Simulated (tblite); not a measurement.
Species: C4H14O2Si3.
Numbering: `[SiH3:1][O:2][SiH:3]([O:4][SiH3:5])[CH:6]1[CH2:7][CH2:8][CH2:9]1` (hydrogens: H10, H11, H12 on Si1; H13 on Si3; H14, H15, H16 on Si5; H17 on C6; H18, H19 on C7; H20, H21 on C8; H22, H23 on C9)

Computed with GFN2-xTB (tblite), gas phase: L-BFGS steps from a force-field or distance-geometry start until the largest atomic force falls under 0.01 eV/Å.

Step 43: E = -795.4238 eV
```
atom  x, y, z in Å  |  force x, y, z in eV/Å
Si1    -2.6077   -2.2388   -0.2929    0.033   0.027   0.026
O2     -1.4049   -1.1547   -0.1439    0.034   0.113   0.025
Si3    -0.8146    0.1742    0.5761    0.076   0.030  -0.086
O4     -1.2962    1.4917   -0.2401   -0.066  -0.045   0.042
Si5    -1.6544    3.0708   -0.3457   -0.031  -0.032   0.054
C6      1.0778    0.1539    0.5605   -0.095   0.038   0.080
C7      1.8109   -1.1721    0.8093   -0.150  -0.004   0.044
C8      2.8922   -0.7168   -0.1708   -0.014  -0.046   0.000
C9      1.9019    0.3043   -0.7369   -0.116   0.078   0.057
H10    -2.5484   -3.1609    0.8493    0.023   0.103  -0.028
H11    -3.8732   -1.5010   -0.3030    0.026  -0.093  -0.051
H12    -2.2968   -2.9510   -1.5319   -0.018   0.091  -0.001
H13    -1.3860    0.2154    1.9200    0.021   0.044   0.014
H14    -2.5739    3.3865    0.7592    0.055  -0.012  -0.167
H15    -2.2300    3.2091   -1.6844   -0.010  -0.008   0.099
H16    -0.4249    3.8613   -0.2019   -0.038  -0.092  -0.003
H17     1.4463    0.8971    1.2701   -0.062   0.049   0.084
H18     1.2261   -1.9976    0.4171    0.010  -0.172  -0.053
H19     2.0888   -1.3974    1.8351    0.135   0.020   0.047
H20     3.2876   -1.4620   -0.8493    0.040  -0.145  -0.163
H21     3.7195   -0.2305    0.3362    0.104   0.050   0.070
H22     2.2841    1.3018   -0.9345    0.040   0.060  -0.074
H23     1.3710   -0.0561   -1.6143    0.004  -0.052  -0.014
```

Step 44: E = -795.4306 eV
```
atom  x, y, z in Å  |  force x, y, z in eV/Å
Si1    -2.5844   -2.2469   -0.3097    0.136   0.111   0.060
O2     -1.3965   -1.1503   -0.0945   -0.091  -0.012  -0.009
Si3    -0.8156    0.1843    0.6210    0.200   0.033  -0.116
O4     -1.2971    1.5021   -0.1948   -0.086   0.069   0.032
Si5    -1.6525    3.0812   -0.3562   -0.023  -0.132   0.047
C6      1.0811    0.1598    0.5865    0.015   0.024   0.029
C7      1.8130   -1.1725    0.8201   -0.126   0.001   0.005
C8      2.8764   -0.7351   -0.1927   -0.063   0.046   0.041
C9      1.8824    0.3021   -0.7306   -0.181   0.055   0.059
H10    -2.5647   -3.1964    0.8127    0.061   0.115  -0.048
H11    -3.8540   -1.5219   -0.3348   -0.015  -0.055  -0.063
H12    -2.2377   -2.9204   -1.5616   -0.008   0.089   0.025
H13    -1.3809    0.2233    1.9650    0.002   0.048   0.042
H14    -2.5825    3.4306    0.7306    0.055  -0.029  -0.178
H15    -2.2137    3.1736   -1.7078    0.009  -0.001   0.146
H16    -0.4296    3.8854   -0.2198   -0.046  -0.122  -0.013
H17     1.4673    0.9039    1.2896   -0.097  -0.012   0.028
H18     1.2119   -1.9934    0.4397    0.023  -0.151   0.004
H19     2.1138   -1.3941    1.8429    0.117   0.009  -0.051
H20     3.2517   -1.4874   -0.8832   -0.056  -0.016  -0.038
H21     3.7184   -0.2490    0.2928    0.100  -0.009   0.046
H22     2.2641    1.3005   -0.9368    0.050  -0.029  -0.058
H23     1.3243   -0.0522   -1.5952    0.025  -0.032   0.010
```

Question: Estimate the geometry and energy of step 45. (The exact step hangs on the optimiser's Hessian estimate; all steps are aligned on step 44, rigid shifts and turns removed.)

Answer: E = -795.4371 eV, largest force 0.190 eV/Å
```
atom  x, y, z in Å  |  force x, y, z in eV/Å
Si1    -2.5776   -2.2410   -0.3088   -0.052   0.078  -0.007
O2     -1.3987   -1.1469   -0.0992    0.088   0.127   0.006
Si3    -0.8165    0.1865    0.6145    0.186   0.019  -0.034
O4     -1.3072    1.4999   -0.2001   -0.031  -0.071   0.036
Si5    -1.6530    3.0762   -0.3553   -0.018  -0.024   0.031
C6      1.0794    0.1580    0.5862   -0.001   0.002   0.033
C7      1.8116   -1.1744    0.8199   -0.075  -0.002   0.015
C8      2.8754   -0.7390   -0.1938   -0.038   0.098   0.013
C9      1.8806    0.3024   -0.7280   -0.090   0.047   0.027
H10    -2.5610   -3.1774    0.8125    0.076  -0.009   0.072
H11    -3.8499   -1.5249   -0.3307   -0.061  -0.023  -0.073
H12    -2.2349   -2.9075   -1.5593    0.015   0.029  -0.057
H13    -1.3809    0.2281    1.9601    0.009   0.044   0.025
H14    -2.5791    3.4269    0.7272   -0.004  -0.003  -0.103
H15    -2.2164    3.1657   -1.7013   -0.014   0.023   0.065
H16    -0.4290    3.8742   -0.2143   -0.015  -0.099  -0.019
H17     1.4618    0.9019    1.2905   -0.079  -0.009   0.043
H18     1.2184   -1.9992    0.4374   -0.019  -0.147   0.033
H19     2.1166   -1.3912    1.8435    0.091  -0.006  -0.081
H20     3.2558   -1.4936   -0.8851   -0.113   0.085   0.039
H21     3.7131   -0.2468    0.2930    0.127  -0.041   0.042
H22     2.2602    1.3034   -0.9344    0.050  -0.087  -0.048
H23     1.3263   -0.0543   -1.5911   -0.029  -0.034  -0.057
```

The energy changes by -0.0065 eV. The first-order estimate −F·Δx gives -0.0118 eV and the mean of the old and new forces, exact on a quadratic surface, -0.0065 eV. The step makes an angle of 62° with the force vector and moves no atom by more than 0.019 Å.

Hardware: one thread, x86-64 server, no GPU, on a shared host.
